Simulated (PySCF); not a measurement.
Compound: C6H10BNS.
SMILES: `CN(C)Bc1cccs1`

Torsions of this conformer, `[CH3:1][N:2]([CH3:3])[BH:4][c:5]1[cH:6][cH:7][cH:8][s:9]1`: C1–N2–B4–C5 175°, N2–B4–C5–C6 -26°.

The closed-shell ground state was solved at several levels (PySCF, density fitting, gas phase, non-relativistic). One conformer (not necessarily the lowest) at the PBE0-D3(BJ)/def2-SVP geometry, without solvent, vibrations or thermal averaging.

| level | basis functions | HOMO (eV) | LUMO (eV) | gap (eV) | dipole (D) |
| --- | --- | --- | --- | --- | --- |
| wB97X-D/def2-SVPD | 267 | -8.32 | 0.74 | 9.06 | 1.96 |
| PBE0/pcSseg-1 | 210 | -6.55 | -0.92 | 5.63 | 2.04 |

Task: What might HF/pcSseg-1 (210 basis functions) give for the same quantities?

Result: HOMO -8.64 eV, LUMO 2.48 eV, gap 11.12 eV, dipole 1.96 D.

Task: Over all these levels, which gives the widest orbital gap and which the narrowest?

Result: HF/pcSseg-1 (Hartree–Fock, all exact exchange) has the widest, 11.12 eV, and PBE0/pcSseg-1 (global hybrid, 25 % exact exchange) the narrowest, 5.63 eV. The two share the basis. From the narrowest to the widest the HOMO moves by -2.09 eV and the LUMO by +3.40 eV. The HOMO need not be the same orbital at Hartree–Fock and at DFT levels.

Task: How far do the dipole and the HOMO energy spread over the levels?

Result: The dipole runs from 1.96 to 2.04 D (mean 1.99 D) and the HOMO from -8.64 to -6.55 eV.
